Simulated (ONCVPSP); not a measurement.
**Varying the ONCV potential for rubidium (Rb)**

Base potential:

* Element: rubidium (Rb)
* Generator: ONCVPSP 4.0.1
* Type: optimised norm-conserving Vanderbilt (ONCV)
* Functional: LDA (Perdew-Wang 92)
* Relativity: scalar-relativistic
* Frozen core: [Ar] 3d10
* Valence charge: 9
* Reference configuration: 4s2 4p6 5s1
* Partial waves: 4s+5s: rc 1.95 bohr, ncon 4, nbas 8, qcut 6.8 1/bohr, 2 projectors; 4p: rc 2.10 bohr, ncon 3, nbas 8, qcut 5.4 1/bohr, 1 projector; d scattering state at 0.44 Ha: rc 2.20 bohr, ncon 4, nbas 8, qcut 4.8 1/bohr, 2 projectors, debl 3.3 Ha
* Local potential: polynomial inside 1.70 bohr (lpopt 5, dvloc0 2 Ha)
* Core correction: Teter function fitted to the true core (icmod 2), fcfact 0.4

Cutoffs, loose and tight: the cutoffs (Ha) at which the residual kinetic energy of the hardest occupied pseudo-wave falls to 1 and 0.1 mHa per electron. They do not see the model core or the augmentation charge, which bear on the density cutoff. Test errors are all-electron minus pseudo excitation energies from the reference, over the configurations 4s2 4p6 5s0; 4s2 4p6 5s0.5; 4s2 4p6 5s0 5p1; 4s2 4p5 5s1. A dash means not determined; rows that change the core or the reference have their own tests.

```csv
change,outcome,"cutoff, loose","cutoff, tight",bound ghosts,GHOST(+) flags above zero,largest test error (meV)
base,generated,15 Ha,18 Ha,none,none,+15
"p: rc 1.62; local potential polynomial inside 1.62 bohr (lpopt 5, dvloc0 2 Ha)",generated,15 Ha,33 Ha,none,none,-3.4
"fully relativistic; d: rc 1.95, qcut 5.4",generated,15 Ha,18 Ha,none,none,+16
"local potential polynomial inside 1.70 bohr (lpopt 5, dvloc0 4.5 Ha)",generated,15 Ha,18 Ha,none,none,-8.6
"reference 4s2 4p6 5s0.5 5p0.5; wave 4p: rc 2.10 bohr, ncon 3, nbas 8, qcut 5.4 1/bohr, 1 projector becomes 4p+5p: rc 2.10 bohr, ncon 3, nbas 8, qcut 5.4 1/bohr, 2 projectors",generated,15 Ha,18 Ha,none,none,-13
functional PBE,generated,15 Ha,18 Ha,none,none,+15
d: nbas 9,generated,15 Ha,18 Ha,none,none,+15
```
